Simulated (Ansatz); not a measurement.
`[SiH3]/C=C1C=N\1` at its PBE0-D4/def2-TZVP geometry, where that method's forces vanish. Charge 0, multiplicity 1.

```tsv
atom	x (Å)	y (Å)	z (Å)
Si1	-1.387	-0.891	0.120
C2	-0.448	0.678	0.367
C3	0.822	0.784	0.016
C4	2.072	0.448	-0.479
N5	1.972	1.644	-0.042
H6	-2.566	-0.695	-0.768
H7	-1.895	-1.439	1.407
H8	-0.482	-1.895	-0.503
H9	-0.917	1.554	0.807
H10	2.829	-0.186	-0.924
```

Problem. For each bond, give half the difference of the two atoms' forces along it (eV/Å; positive pushes the atoms apart) under PBE-D4, r2SCAN-D4, B3LYP-D4, ωB97M-V in def2-TZVPP. (An estimate is asked.)

Solution. Computed: 
| bond | length (Å) | PBE-D4 | r2SCAN-D4 | B3LYP-D4 | ωB97M-V |
| --- | --- | --- | --- | --- | --- |
| Si1–C2 | 1.844 | -0.08 | -0.05 | 0.10 | 0.11 |
| Si1–H6 | 1.489 | 0.07 | -0.02 | -0.08 | -0.13 |
| Si1–H7 | 1.489 | 0.07 | -0.02 | -0.08 | -0.13 |
| Si1–H8 | 1.489 | 0.07 | -0.02 | -0.06 | -0.10 |
| C2–C3 | 1.322 | -0.01 | 0.06 | -0.11 | -0.09 |
| C2–H9 | 1.087 | 0.07 | -0.03 | -0.07 | -0.09 |
| C3–C4 | 1.386 | 0.34 | 0.03 | 0.20 | 0.30 |
| C3–N5 | 1.437 | 0.76 | 0.38 | 0.29 | 0.08 |
| C4–N5 | 1.277 | 1.01 | 0.47 | 0.18 | 0.05 |
| C4–H10 | 1.083 | -0.22 | -0.10 | -0.14 | -0.22 |

B3LYP here is the variant with VWN-RPA as its local correlation; programs differ in this.
